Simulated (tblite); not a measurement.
A geometry optimisation, step by step.

C6H10BNO.
Numbering: `[CH:1]#[C:2][CH2:3][C:4](=[CH2:5])[CH2:6][O:7][BH:8][NH2:9]` (hydrogens: H10 on C1; H11, H12 on C3; H13, H14 on C5; H15, H16 on C6; H17 on B8; H18, H19 on N9)

Computed with GFN2-xTB (tblite), gas phase: L-BFGS steps from a force-field or distance-geometry start until the largest atomic force falls under 0.01 eV/Å. 10 of its 162 geometries are shown.

Step 0: E = -709.1223 eV, largest atomic force 3.324 eV/Å
```
atom  x, y, z in Å  |  force x, y, z in eV/Å
C1     -3.171    1.385    0.893   -0.286   0.607   0.223
C2     -2.709    0.336    0.551    0.190  -0.870  -0.161
C3     -2.100   -0.966    0.179   -1.111   0.242   1.877
C4     -0.816   -0.743   -0.504    0.114  -0.376  -0.893
C5     -0.661   -1.186   -1.736    0.130  -0.163  -0.750
C6      0.326   -0.066    0.175    0.025   0.052   0.462
O7      1.363   -0.053   -0.767    2.640   1.580   1.258
B8      2.579    0.584   -0.274   -0.886  -1.529   0.611
N9      3.477   -0.139    0.719   -0.129   1.144  -0.226
H10    -3.595    2.320    1.208    0.333  -0.719  -0.300
H11    -2.823   -1.606   -0.374    0.515   0.631   0.049
H12    -1.895   -1.514    1.138   -0.205   0.383  -0.443
H13     0.264   -1.061   -2.291   -0.385  -0.083   0.195
H14    -1.478   -1.680   -2.236    0.064  -0.035  -0.113
H15     0.628   -0.597    1.111   -0.148   0.079  -0.397
H16     0.077    0.979    0.477   -0.114  -0.349  -0.121
H17     2.757    1.729   -0.450    0.111   0.083  -0.583
H18     3.273    0.290    1.653    0.411  -0.675  -1.024
H19     4.494    0.012    0.521   -1.268  -0.001   0.338
```

Step 18: E = -710.8309 eV, largest atomic force 0.549 eV/Å
```
atom  x, y, z in Å  |  force x, y, z in eV/Å
C1     -3.148    1.370    0.900    0.094  -0.237  -0.104
C2     -2.639    0.327    0.600   -0.198   0.196   0.116
C3     -2.063   -0.956    0.235   -0.057   0.008   0.018
C4     -0.787   -0.774   -0.568   -0.060  -0.128  -0.056
C5     -0.665   -1.222   -1.810    0.001   0.224   0.408
C6      0.254   -0.028    0.248    0.033  -0.010   0.001
O7      1.310    0.530   -0.493    0.096  -0.020   0.113
B8      2.626    0.692   -0.235    0.040   0.039  -0.294
N9      3.468    0.247    0.804   -0.304  -0.378   0.258
H10    -3.604    2.284    1.141    0.042   0.002   0.016
H11    -2.829   -1.510   -0.314    0.145  -0.036  -0.195
H12    -1.854   -1.524    1.150    0.079   0.081   0.003
H13     0.247   -1.088   -2.363    0.047   0.032  -0.033
H14    -1.485   -1.711   -2.314    0.115   0.007   0.041
H15     0.618   -0.698    1.047    0.036   0.051  -0.067
H16    -0.313    0.794    0.725    0.290   0.000   0.071
H17     3.193    1.317   -1.058   -0.143  -0.072  -0.152
H18     3.194   -0.263    1.637    0.018   0.095  -0.320
H19     4.467    0.235    0.660   -0.273   0.146   0.174
```

Step 36: E = -711.0250 eV, largest atomic force 0.100 eV/Å
```
atom  x, y, z in Å  |  force x, y, z in eV/Å
C1     -3.162    1.360    0.895    0.005  -0.016  -0.020
C2     -2.675    0.305    0.608   -0.021   0.033   0.010
C3     -2.059   -0.963    0.261   -0.020   0.050   0.038
C4     -0.766   -0.742   -0.490   -0.025  -0.068  -0.004
C5     -0.599   -1.150   -1.736    0.013   0.007   0.016
C6      0.317   -0.018    0.278   -0.041   0.010  -0.016
O7      1.278    0.529   -0.586    0.002  -0.002  -0.026
B8      2.603    0.644   -0.379    0.031   0.012  -0.004
N9      3.315    0.174    0.733   -0.032  -0.008   0.086
H10    -3.600    2.283    1.137    0.009  -0.030  -0.002
H11    -2.756   -1.537   -0.359    0.076   0.024   0.061
H12    -1.876   -1.518    1.190    0.039  -0.010  -0.058
H13     0.326   -0.969   -2.251    0.034   0.003  -0.037
H14    -1.373   -1.663   -2.280   -0.013   0.005  -0.009
H15     0.766   -0.717    1.004   -0.016   0.042  -0.042
H16    -0.152    0.803    0.841    0.036  -0.027   0.051
H17     3.195    1.193   -1.230   -0.037  -0.011  -0.024
H18     2.908   -0.320    1.510   -0.003   0.031  -0.004
H19     4.300    0.330    0.847   -0.036  -0.047  -0.017
```

Step 54: E = -711.0351 eV, largest atomic force 0.036 eV/Å
```
atom  x, y, z in Å  |  force x, y, z in eV/Å
C1     -3.164    1.356    0.896   -0.006   0.000  -0.009
C2     -2.665    0.303    0.620    0.011   0.007   0.002
C3     -2.035   -0.957    0.274    0.001   0.010   0.000
C4     -0.761   -0.728   -0.503   -0.005  -0.006   0.012
C5     -0.596   -1.140   -1.747   -0.015   0.014  -0.001
C6      0.325   -0.011    0.263   -0.008  -0.005   0.003
O7      1.270    0.557   -0.603   -0.002   0.003  -0.004
B8      2.597    0.646   -0.388    0.004  -0.018   0.011
N9      3.268    0.181    0.751    0.006  -0.002   0.022
H10    -3.615    2.273    1.132   -0.001  -0.006   0.007
H11    -2.735   -1.548   -0.322    0.023  -0.020   0.019
H12    -1.809   -1.502    1.199   -0.020  -0.002  -0.013
H13     0.328   -0.958   -2.268   -0.021   0.004  -0.008
H14    -1.373   -1.654   -2.287    0.004   0.000  -0.010
H15     0.790   -0.732    0.955    0.017   0.006  -0.008
H16    -0.131    0.784    0.871    0.004   0.008  -0.018
H17     3.208    1.155   -1.249    0.001  -0.003  -0.008
H18     2.824   -0.254    1.541    0.006   0.009  -0.009
H19     4.263    0.254    0.857    0.001   0.002   0.012
```

Step 72: E = -711.0414 eV, largest atomic force 0.105 eV/Å
```
atom  x, y, z in Å  |  force x, y, z in eV/Å
C1     -3.183    1.314    0.889   -0.004   0.009   0.004
C2     -2.663    0.272    0.617    0.002   0.002   0.044
C3     -1.996   -0.978    0.304   -0.009  -0.001   0.018
C4     -0.758   -0.718   -0.519   -0.041   0.009  -0.014
C5     -0.670   -1.071   -1.789    0.009  -0.004   0.004
C6      0.352   -0.010    0.219   -0.039  -0.013  -0.018
O7      1.327    0.479   -0.662   -0.026   0.029  -0.023
B8      2.642    0.588   -0.391   -0.007  -0.020   0.039
N9      3.249    0.216    0.818    0.038  -0.043   0.029
H10    -3.651    2.223    1.126   -0.014   0.004  -0.017
H11    -2.683   -1.623   -0.249    0.005   0.005   0.006
H12    -1.734   -1.473    1.246    0.029  -0.025   0.004
H13     0.210   -0.846   -2.364    0.022  -0.020  -0.007
H14    -1.472   -1.586   -2.291    0.007   0.027  -0.026
H15     0.787   -0.714    0.947   -0.017   0.013  -0.010
H16    -0.082    0.831    0.784    0.025  -0.017  -0.006
H17     3.300    1.031   -1.254   -0.018  -0.026   0.006
H18     2.773   -0.175    1.615    0.030   0.053  -0.086
H19     4.242    0.265    0.946    0.008   0.016   0.053
```

Step 89: E = -711.0497 eV, largest atomic force 0.029 eV/Å
```
atom  x, y, z in Å  |  force x, y, z in eV/Å
C1     -3.214    1.266    0.890    0.008  -0.007   0.013
C2     -2.654    0.234    0.659   -0.006   0.012   0.011
C3     -1.949   -0.995    0.345   -0.007   0.003  -0.006
C4     -0.767   -0.695   -0.546   -0.006   0.004   0.015
C5     -0.748   -0.985   -1.835    0.009  -0.016  -0.001
C6      0.376   -0.015    0.165   -0.006  -0.003   0.002
O7      1.389    0.377   -0.720    0.005   0.002  -0.009
B8      2.693    0.498   -0.394    0.014  -0.009   0.014
N9      3.235    0.234    0.872    0.011   0.025  -0.010
H10    -3.713    2.164    1.101   -0.006  -0.007   0.000
H11    -2.636   -1.679   -0.159    0.001  -0.004  -0.009
H12    -1.610   -1.461    1.277   -0.018   0.009  -0.003
H13     0.107   -0.738   -2.438   -0.003  -0.003  -0.012
H14    -1.577   -1.470   -2.321    0.006   0.006  -0.016
H15     0.764   -0.704    0.931    0.000  -0.013   0.006
H16    -0.018    0.873    0.685    0.005   0.004   0.016
H17     3.396    0.848   -1.263    0.004  -0.011  -0.006
H18     2.702   -0.058    1.673    0.007   0.013  -0.002
H19     4.214    0.329    1.072   -0.019  -0.005  -0.004
```

Step 107: E = -711.0546 eV, largest atomic force 0.021 eV/Å
```
atom  x, y, z in Å  |  force x, y, z in eV/Å
C1     -3.262    1.237    0.934    0.011  -0.015  -0.009
C2     -2.672    0.230    0.669   -0.002   0.012   0.002
C3     -1.951   -0.984    0.335    0.004  -0.005   0.003
C4     -0.772   -0.680   -0.559   -0.003   0.002   0.001
C5     -0.775   -0.931   -1.856   -0.004   0.003   0.003
C6      0.405   -0.056    0.149   -0.001   0.000   0.004
O7      1.441    0.250   -0.745   -0.002   0.000   0.000
B8      2.736    0.409   -0.403    0.000  -0.016   0.006
N9      3.241    0.315    0.902   -0.001   0.011  -0.014
H10    -3.791    2.113    1.165    0.011   0.003   0.004
H11    -2.635   -1.669   -0.174   -0.001   0.013   0.000
H12    -1.610   -1.456    1.262    0.001  -0.005  -0.002
H13     0.081   -0.691   -2.461   -0.008  -0.002  -0.009
H14    -1.623   -1.373   -2.350    0.002  -0.008  -0.006
H15     0.753   -0.753    0.928    0.002  -0.001   0.002
H16     0.065    0.863    0.655    0.003  -0.006   0.004
H17     3.464    0.630   -1.293    0.005   0.008   0.005
H18     2.680    0.147    1.719   -0.008   0.001   0.005
H19     4.215    0.423    1.116   -0.007   0.005   0.001
```

Step 125: E = -711.0570 eV, largest atomic force 0.091 eV/Å
```
atom  x, y, z in Å  |  force x, y, z in eV/Å
C1     -3.219    1.238    0.970    0.028  -0.085  -0.017
C2     -2.643    0.226    0.691   -0.002   0.049   0.041
C3     -1.944   -0.994    0.329   -0.019  -0.027  -0.004
C4     -0.773   -0.690   -0.576   -0.021   0.002   0.005
C5     -0.815   -0.898   -1.879   -0.003   0.007  -0.036
C6      0.431   -0.115    0.124   -0.008   0.007   0.003
O7      1.483    0.131   -0.771    0.006  -0.025   0.000
B8      2.761    0.348   -0.397   -0.008  -0.001   0.026
N9      3.203    0.403    0.933   -0.015   0.016  -0.049
H10    -3.746    2.110    1.217    0.022   0.019   0.005
H11    -2.648   -1.649   -0.191    0.007  -0.015   0.009
H12    -1.602   -1.500    1.238   -0.019   0.046  -0.014
H13     0.024   -0.650   -2.503    0.021  -0.021  -0.006
H14    -1.685   -1.312   -2.361   -0.004   0.005  -0.016
H15     0.750   -0.822    0.907   -0.003   0.018   0.009
H16     0.131    0.823    0.622    0.009  -0.004   0.023
H17     3.525    0.485   -1.272    0.017   0.015  -0.018
H18     2.596    0.327    1.730    0.001  -0.007   0.034
H19     4.161    0.563    1.183   -0.006  -0.001   0.005
```

Step 143: E = -711.0692 eV, largest atomic force 0.055 eV/Å
```
atom  x, y, z in Å  |  force x, y, z in eV/Å
C1     -2.895    1.338    1.097    0.014  -0.017  -0.019
C2     -2.510    0.268    0.725   -0.004   0.009   0.019
C3     -2.010   -1.009    0.250    0.006   0.018   0.007
C4     -0.798   -0.796   -0.625    0.001   0.008  -0.025
C5     -0.821   -0.991   -1.931    0.008  -0.003   0.002
C6      0.427   -0.318    0.114    0.002   0.007   0.015
O7      1.496   -0.070   -0.762    0.002  -0.014   0.008
B8      2.707    0.374   -0.362    0.005   0.003  -0.031
N9      3.056    0.655    0.965   -0.009   0.003   0.042
H10    -3.242    2.275    1.416   -0.013  -0.006   0.017
H11    -2.798   -1.511   -0.319    0.018   0.010   0.015
H12    -1.746   -1.633    1.110   -0.020   0.002   0.017
H13     0.056   -0.813   -2.527    0.024  -0.005  -0.014
H14    -1.705   -1.329   -2.443   -0.004   0.005   0.000
H15     0.716   -1.082    0.855    0.001  -0.021  -0.003
H16     0.169    0.595    0.673   -0.027   0.009  -0.017
H17     3.494    0.518   -1.217    0.004   0.002   0.008
H18     2.428    0.569    1.748    0.035   0.000  -0.043
H19     3.966    0.986    1.228   -0.044  -0.010   0.002
```

Step 161: E = -711.0710 eV, largest atomic force 0.007 eV/Å
```
atom  x, y, z in Å  |  force x, y, z in eV/Å
C1     -2.840    1.352    1.141    0.000   0.000   0.001
C2     -2.476    0.286    0.739   -0.003   0.002   0.003
C3     -2.016   -0.994    0.231    0.001  -0.001  -0.003
C4     -0.795   -0.812   -0.639   -0.002   0.002  -0.004
C5     -0.813   -0.998   -1.946    0.000   0.002  -0.004
C6      0.439   -0.381    0.112   -0.003   0.000   0.001
O7      1.525   -0.170   -0.751   -0.003   0.000  -0.003
B8      2.707    0.348   -0.356    0.003  -0.002  -0.002
N9      3.005    0.729    0.959   -0.001   0.000   0.002
H10    -3.172    2.282    1.495    0.002  -0.002   0.003
H11    -2.821   -1.453   -0.348    0.000   0.000  -0.002
H12    -1.780   -1.645    1.079    0.000   0.001   0.001
H13     0.076   -0.849   -2.533   -0.004  -0.005   0.002
H14    -1.705   -1.299   -2.469    0.004  -0.001   0.001
H15     0.694   -1.157    0.853    0.005   0.001   0.003
H16     0.201    0.540    0.669   -0.002   0.003  -0.003
H17     3.513    0.466   -1.197    0.003   0.000  -0.001
H18     2.360    0.659    1.727   -0.001   0.000   0.000
H19     3.888    1.121    1.226    0.001   0.000   0.003
```

Q: Summarise the path.

A: The energy falls by 188.02 kJ/mol from step 0 to step 161; nine tenths of that is first reached at step 20. It rises by more than 0.2 meV at steps 2 and 129. The largest force goes from 3.324 to 0.007 eV/Å. Among the bonds B8–N9 changes most, from 1.521 to 1.401 Å; the atoms move by 0.679 Å rms after alignment.

What follows is the cost of the whole relaxation. On Intel Xeon at 2.50 GHz, one thread, no GPU (shared host), this took 2.6 s of wall time.
